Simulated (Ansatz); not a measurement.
Input file for Ansatz (a quantum-chemistry and plane-wave program): U-PBE0/def2-TZVPP on LiSi+, 2S+1 = 5, a spin state set in the input, which need not be the lowest. Charge +1.

Ansatz 0.2 input:
```yaml
crystal:
  periodic: [false, false, false]
  atoms:
    - {symbol: Li, position_ang: [0.00000000, 0.00000000, 0.00000000]}
    - {symbol: Si, position_ang: [0.00000000, 0.00000000, 2.27100000]}
basis:
  gaussian:
    orbitals: def2-TZVPP
hamiltonian:
  xc: {name: PBE0}
total_charge: 1
magnetization: {spin_polarized: true, initial_magnetization: 4}
relax: {f_tol: 0.002, max_steps: 120}
```

The log:

```
WARN ansatz: RAYON_NUM_THREADS=2 ignored (pool sized by the plan → 2); use --threads N
Functional definition: PBE0
integrals: 0.01 GiB planned
436 factors; their error is unknown
mean field: 0.16 GiB planned
mean field evaluation 1: about -8064.1927 eV, gradient 7.6e0 eV
mean field evaluation 2: about -8064.5138 eV, gradient 4.1e0 eV
mean field evaluation 4: about -8064.5475 eV, gradient 2.8e-2 eV
mean field evaluation 8: about -8064.5630 eV, gradient 3.4e-4 eV
mean field -8064.56300230 eV, -296.3672239774 hartree, gradient 5.5e-5 eV, S^2 6.000013; 0 other end points of the search recorded, 0 dependent functions left out
the calculation of the forces begins
reference -8064.56304050 eV, -296.3672253811 hartree; 10, 6 occupied and 51, 55 virtual orbitals, 436 factors
relax step   1: F+E_penalty+E_count = -8064.56300230 eV  Δ(F+E_penalty+E_count) = +0.000e0 eV  max|allowed force component| = 1.649e0 eV/Å  Δτ_max = 0.0000 Å  (22 SCF iters, accepted)
these checks for a lower state are left out or cut short: starts, cluster_reference, orbital_swaps, neighbouring_geometries, increment
integrals: 0.01 GiB planned
436 factors; their error is unknown
mean field: 0.16 GiB planned
mean field evaluation 16: about -8064.8351 eV, gradient 1.0e-4 eV
mean field -8064.83507885 eV, -296.3772226062 hartree, gradient 9.5e-6 eV, S^2 6.000012; 0 other end points of the search recorded, 0 dependent functions left out
the calculation of the forces begins
reference -8064.83512074 eV, -296.3772241457 hartree; 10, 6 occupied and 51, 55 virtual orbitals, 436 factors
relax step   2: F+E_penalty+E_count = -8064.83507885 eV  Δ(F+E_penalty+E_count) = -2.721e-1 eV  max|allowed force component| = 6.004e-1 eV/Å  Δτ_max = 0.1278 Å  (27 SCF iters, accepted)
these checks for a lower state are left out or cut short: starts, cluster_reference, orbital_swaps, neighbouring_geometries, increment
integrals: 0.01 GiB planned
436 factors; their error is unknown
mean field: 0.15 GiB planned
mean field -8064.91559582 eV, -296.3801815503 hartree, gradient 7.5e-5 eV, S^2 6.000012; 0 other end points of the search recorded, 0 dependent functions left out
the calculation of the forces begins
reference -8064.91563806 eV, -296.3801831025 hartree; 10, 6 occupied and 51, 55 virtual orbitals, 436 factors
relax step   3: F+E_penalty+E_count = -8064.91559582 eV  Δ(F+E_penalty+E_count) = -8.052e-2 eV  max|allowed force component| = 8.807e-2 eV/Å  Δτ_max = 0.1293 Å  (24 SCF iters, accepted)
these checks for a lower state are left out or cut short: starts, cluster_reference, orbital_swaps, neighbouring_geometries, increment
integrals: 0.01 GiB planned
436 factors; their error is unknown
mean field: 0.15 GiB planned
mean field -8064.91828632 eV, -296.3802804242 hartree, gradient 2.9e-5 eV, S^2 6.000012; 0 other end points of the search recorded, 0 dependent functions left out
the calculation of the forces begins
reference -8064.91832851 eV, -296.3802819748 hartree; 10, 6 occupied and 51, 55 virtual orbitals, 436 factors
relax step   4: F+E_penalty+E_count = -8064.91828632 eV  Δ(F+E_penalty+E_count) = -2.690e-3 eV  max|allowed force component| = 3.428e-2 eV/Å  Δτ_max = 0.0222 Å  (24 SCF iters, accepted)
these checks for a lower state are left out or cut short: starts, cluster_reference, orbital_swaps, neighbouring_geometries, increment
integrals: 0.01 GiB planned
436 factors; their error is unknown
mean field: 0.15 GiB planned
mean field evaluation 32: about -8064.9033 eV, gradient 2.3e-1 eV
mean field -8064.91882935 eV, -296.3803003804 hartree, gradient 3.1e-5 eV, S^2 6.000012; 0 other end points of the search recorded, 0 dependent functions left out
the calculation of the forces begins
reference -8064.91887153 eV, -296.3803019303 hartree; 10, 6 occupied and 51, 55 virtual orbitals, 436 factors
relax step   5: F+E_penalty+E_count = -8064.91882935 eV  Δ(F+E_penalty+E_count) = -5.430e-4 eV  max|allowed force component| = 5.190e-4 eV/Å  Δτ_max = 0.0164 Å  (24 SCF iters, accepted)
integrals: 0.01 GiB planned
436 factors; their error is unknown
mean field: 0.15 GiB planned
mean field -8064.91882935 eV, -296.3803003804 hartree, gradient 3.1e-5 eV, S^2 6.000012; 1 other end points of the search recorded, 0 dependent functions left out
the calculation of the forces begins
reference -8064.91887153 eV, -296.3803019303 hartree; 10, 6 occupied and 51, 55 virtual orbitals, 436 factors
Total energy: -8064.91887153 eV, -296.3803019303 hartree
Atom 0 at     0.000000     0.000000    -0.295753 Å, force    -0.000000     0.000000     0.000519 eV/Å
Atom 1 at    -0.000000    -0.000000     2.566753 Å, force     0.000000     0.000000    -0.000519 eV/Å
Dipole moment:    -0.000000    -0.000000    -1.759398 e Å
```

The calculation finished and met its thresholds.

Cost: roughly 7 core-seconds.
